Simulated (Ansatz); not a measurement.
Program: Ansatz. Geometries: PBE0-D4/def2-TZVP. ΔE: electronic, gas phase. CCSD(T)/CBS adds triple-zeta CCSD(T) − MP2 to the extrapolated MP2 energy (def2 sets, frozen cores). This one scheme is used for every species. Functionals use def2-TZVPP. For Se outer-core shells are correlated without core-valence functions, which leaves a few kJ/mol of doubt a bond. Scalar relativity is left out up to krypton. Each species was taken in one conformer, which may not be the lowest.

Consider the ligand exchange at the Si–C bond: `C[SiH2]O` + H₂Se → `O[SiH2][SeH]` + CH₄.

```
       species  BLYP energy (Eh)
    `C[SiH2]O`        -406.49740
          H₂Se       -2402.78290
`O[SiH2][SeH]`       -2768.80547
           CH₄         -40.50161
```

(1) Work out ΔE.

Largest T1 diagnostic among the species: 0.010.

Results:

(1) ΔE = (-2768.80547) + (-40.50161) − (-406.49740) − (-2402.78290) = -0.02678 Eh = -0.73 eV. CCSD(T)/CBS gives -0.75 eV.

Leaving LDA and LC-ωPBE aside and taking each functional with its dispersion term where it has one, the values, not all of them listed here, spread over 0.08 eV, from PBE-D4 to CAM-B3LYP-D4. LDA lies +0.04 eV from PBE without D4. At CCSD(T), def2-SVP lies +0.08 eV from the extrapolated value and def2-TZVPP +0.04 eV.
